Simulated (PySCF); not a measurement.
**Electronic structure of Li⁺ (lithium, charge +1) at the wB97X level**

Configuration: 1s2, closed-shell 1S. Computed with PySCF 2.14 in x2c-QZVPPall (6s4p2d1f, 35 functions), with the spin-free X2C one-electron Hamiltonian (Gaussian nucleus).

- Total energy: -7.2874 hartree
- One-electron energy: -8.8892 hartree
- Hartree (Coulomb) energy: 3.3048 hartree
- Exchange-correlation energy: -1.7030 hartree
- ⟨S²⟩: 0.0000
- ⟨L²⟩: 0.000
- Sum of ⟨r⟩: 1.146 bohr
- Sum of ⟨r²⟩: 0.8975 bohr²
- Langevin diamagnetic susceptibility: -0.711 ×10⁻⁶ cm³/mol

```tsv
shell	electrons	mean orbital energy (hartree)	rms radius, mean of both spins (bohr)
1s	2	-2.45191	0.670
```
